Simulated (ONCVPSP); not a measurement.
europium (Eu): one change to an ONCV potential, before and after

ONCVPSP 4.0.1 input, shortened (lines: element, Z, core and valence counts, functional; n l f; lmax; l rc ep ncon nbas qcut; lloc lpopt rc5 dvloc0; l nproj debl; icmod fcfact rcfact), PBE, fully relativistic:

```
  Eu 63.00   10    4        4      upf
    1    0    2.00
    2    0    2.00
    2    1    6.00
    3    0    2.00
    3    1    6.00
    3    2   10.00
    4    0    2.00
    4    1    6.00
    4    2   10.00
    4    3    6.00
    5    0    2.00
    5    1    6.00
    5    2    1.00
    6    0    2.00
    2
    0    2.45    0.00    3    6    5.60
    1    2.45    0.00    4    9    7.10
    2    3.10    0.00    4    9    4.00
    4    3    2.15    1.00
    0    3    2.50
    1    2    0.40
    2    1    1.00
    1    0.20    0.00
```

Open shells are filled in proportion to 2j + 1.

In the p channel the program set the typed energies aside and used -0.934, 0.250 Ha (j = l + 1/2; the other j can differ).

All-electron outer shells of the reference configuration (PBE, scalar-relativistic, ld1.x):

| shell | level (eV) | outermost node (bohr) | outermost maximum (bohr) |
| --- | --- | --- | --- |
| 5s | -48.22 | 0.67 | 1.21 |
| 5p | -26.63 | 0.72 | 1.38 |
| 4f | -8.36 | – | 0.59 |
| 6s | -4.06 | 1.63 | 3.43 |
| 5d | -2.64 | 0.81 | 1.98 |

Change: d: rc 2.28.

Cutoffs: the cutoffs (Ha) at which the residual kinetic energy of the hardest occupied pseudo-wave falls to 1 and 0.1 mHa per electron; they do not see the model core or the augmentation charge, which bear on the density cutoff. Errors are all-electron minus pseudo energies relative to the spin-unpolarised reference configuration.

Task: Predict the effect on cutoff, ghosts and configuration errors.

Result: The potential gets harder (11 Ha and 15 Ha → 11 Ha and 19 Ha); of the 3 tests that both files solve, the error grows in 0 and shrinks in 1 by more than 15 % and 0.3 meV (median size 23.8 → 20.4 meV); neither file shows a bound ghost. A smaller radius makes the pseudo-wave follow the all-electron one further in, where it bends more sharply, so more plane waves are needed.

```csv
quantity,base,changed
"cutoff, loose",11 Ha,11 Ha
"cutoff, tight",15 Ha,19 Ha
loose cutoff by channel,"s 9.4 Ha, p 11 Ha, d 6.3 Ha","s 9.4 Ha, p 11 Ha, d 7.6 Ha"
bound ghosts,none,none
GHOST(+) flags under 300 eV,none,none
"tests counted as reliable (solved cleanly; for ONCVPSP, near-neutral configurations with less than one 5d electron left out)",3 of 4,3 of 4
"error for 5s2 5p6 5d1 6s1, meV [ΔE 6.55 eV]",-3.1,-2.8
"error for 5s2 5p6 5d1 6s0, meV [ΔE 18.48 eV]",-24,-20
"error for 5s1 5p6 5d1 6s2, meV [ΔE 53.68 eV]",-517,-490
s: phases at 2.49 bohr within 0.05 rad from the reference energy up to (Ha; the scan ends near 5),4.8,4.8
p3/2: phases at 2.49 bohr within 0.05 rad from the reference energy up to (Ha; the scan ends near 5),to the end of the scan,to the end of the scan
p1/2: phases at 2.49 bohr within 0.05 rad from the reference energy up to (Ha; the scan ends near 5),5.0,5.0
"rms error of d²Exc/dni dnj with the model core, mHa",2.60,2.41
```
